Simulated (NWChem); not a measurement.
C3H2F2; SMILES C=C=C(F)F

Results from NWChem. All runs use the structure optimised with PBE0/def2-SVP. Ions are spin-unrestricted doublets at the neutral geometry; other ion states weren't tried. Functional: LC-ωPBE (HJS hole) with def2-SVP; rows give the range parameter ω in 1/bohr.

```json
[
 {"range parameter (1/bohr)": "0.10", "vertical ionisation energy, ΔSCF (eV)": "9.55", "−ε(HOMO) (eV)": "7.39", "ΔSCF minus −ε(HOMO) (eV)": "2.16"},
 {"range parameter (1/bohr)": "0.30", "vertical ionisation energy, ΔSCF (eV)": "9.75", "−ε(HOMO) (eV)": "9.41", "ΔSCF minus −ε(HOMO) (eV)": "0.34"},
 {"range parameter (1/bohr)": "0.35", "vertical ionisation energy, ΔSCF (eV)": "9.81", "−ε(HOMO) (eV)": "9.74", "ΔSCF minus −ε(HOMO) (eV)": "0.07"},
 {"range parameter (1/bohr)": "0.40", "vertical ionisation energy, ΔSCF (eV)": "9.87", "−ε(HOMO) (eV)": "10.02", "ΔSCF minus −ε(HOMO) (eV)": "-0.15"},
 {"range parameter (1/bohr)": "0.60", "vertical ionisation energy, ΔSCF (eV)": "10.04", "−ε(HOMO) (eV)": "10.76", "ΔSCF minus −ε(HOMO) (eV)": "-0.72"}
]
```
